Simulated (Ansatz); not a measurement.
Input file for CH₇NOSi₂ (`OC1[SiH2]N[SiH2]1`):

```yaml
crystal:
  periodic: [false, false, false]
  atoms:
    - {symbol: O, position_ang: [-0.986621, 1.871728, -0.108615]}
    - {symbol: C, position_ang: [-0.867331, 0.464107, 0.036011]}
    - {symbol: Si, position_ang: [0.397700, -0.074739, 1.356165]}
    - {symbol: N, position_ang: [1.188637, -1.030409, 0.145668]}
    - {symbol: Si, position_ang: [0.213762, -0.526109, -1.190809]}
    - {symbol: H, position_ang: [-1.489833, 2.056930, -0.905054]}
    - {symbol: H, position_ang: [-1.840220, -0.015422, 0.211987]}
    - {symbol: H, position_ang: [-0.134852, -0.870261, 2.498834]}
    - {symbol: H, position_ang: [1.193153, 1.053280, 1.910946]}
    - {symbol: H, position_ang: [1.958968, -1.672197, 0.204166]}
    - {symbol: H, position_ang: [0.884877, 0.338324, -2.203694]}
    - {symbol: H, position_ang: [-0.441339, -1.650230, -1.921603]}
basis:
  gaussian: {orbitals: def2-TZVPP}
correlation: {method: ccsd_t}
output: {orbitals: {seedname: orbitals}}
```

```sh
$ ansatz run in.yaml --threads 4 --pin off --events-out ev --progress --plain --max-ram 10444MiB
```

The program prints (abridged):

```
Functional definition: HF
1613 factors; integrals over basis functions are off by at most 1.3e-3 eV
mean field evaluation 1: about -20382.5290 eV, gradient 4.7e1 eV
mean field evaluation 2: about -20382.8667 eV, gradient 4.7e1 eV
mean field evaluation 4: about -20387.7639 eV, gradient 4.3e0 eV
mean field evaluation 8: about -20387.8398 eV, gradient 2.5e-1 eV
mean field -20387.84004433 eV, -749.2393022549 hartree, gradient 1.9e-6 eV, S^2 0.000000; 0 other end points of the search recorded, 0 dependent functions left out
13 core orbitals not correlated: weight in the atoms' cores, before any rotation towards them, 1.000 or more for the frozen orbitals, at most 0.000 for the correlated occupied ones
reference -20387.84004433 eV, -749.2393022549 hartree; 15, 15 occupied and 247, 247 virtual orbitals, 1613 factors
second order -23.33786842 eV of doubles, -0.00000000 eV of singles
cycle   1  -23.84636189 eV  change   -5.1e-1 eV  update   1.0e-1
cycle   2  -24.45796969 eV  change   -6.1e-1 eV  update   3.0e-2
cycle   3  -24.57464429 eV  change   -1.2e-1 eV  update   1.4e-2
cycle   4  -24.56308667 eV  change    1.2e-2 eV  update   3.3e-3
cycle   5  -24.56240525 eV  change    6.8e-4 eV  update   1.5e-3
cycle   6  -24.56297052 eV  change   -5.7e-4 eV  update   4.6e-4
cycle   7  -24.56269983 eV  change    2.7e-4 eV  update   1.9e-4
cycle   8  -24.56265051 eV  change    4.9e-5 eV  update   6.6e-5
cycle   9  -24.56267688 eV  change   -2.6e-5 eV  update   2.6e-5
perturbative correction -0.97274745 eV, -0.0357478094 hartree
Total energy: -20413.37546866 eV, -750.1777117904 hartree
```

It took 3.5 min on 4 threads of an Arm Neoverse V2 on a shared host, with 7.3 GiB of host memory at the peak.

MP2 recovers 91.4 % of the CCSD(T) correlation energy and the triples give 3.8 %; T1 = 0.0115.
